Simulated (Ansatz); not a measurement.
The first iterations of a band of BCl₃H₂O (7 atoms, charge 0, multiplicity 1).

Computed with Ansatz 0.2.0, RKS r2SCAN/6-31G*.

```
movable images  : 9
climbing image  : yes
spring          : 50.0 eV/Å²
optimiser       : quadratic models (default)
start path      : through a guess of the saddle point
force threshold : 0.05 eV/Å
iteration limit : 60
end points      : relaxed
```

Initial state:

```xyz
7
Properties=species:S:1:pos:R:3
B 0.059 -0.099 0.152
Cl -0.022 0.605 1.835
Cl 1.556 0.264 -0.766
Cl -1.496 0.022 -0.801
O 0.140 -1.769 0.477
H -0.654 -2.177 0.077
H 0.067 -1.876 1.448
```

Final state:

```xyz
7
Properties=species:S:1:pos:R:3
B -0.168 -0.444 -0.763
Cl 0.912 -0.817 3.338
Cl 1.115 0.742 -0.738
Cl -1.105 -0.751 -2.224
O -0.420 -1.124 0.384
H -1.145 -1.766 0.300
H 0.461 -0.869 2.123
```

| iteration | highest image above the first end (eV) | largest band force component (eV/Å) |
| --- | --- | --- |
| 1 | 2.878 | 8.921 |
| 2 | 2.272 | 7.829 |
| 3 | 1.437 | 6.137 |
| 4 | 1.311 | 3.506 |
| 5 | 1.090 | 2.104 |

Q: Does the band converge within its limit, and where does its top end?

A: The forces met the threshold. It ended after 15 iterations with the highest image 0.790 eV above the first end. Another band between the same ends (9 images) ends at a top of the same energy, where a vibrational analysis finds 1 clearly imaginary mode. The orbitals stay closed-shell, which can raise the energy where a bond breaks towards radicals; this wasn't checked here.

Time of the run: 2.5 min on 2 threads of AMD EPYC 9R45 96-Core Processor (Zen 5) (shared host), peak memory 0.17 GiB.
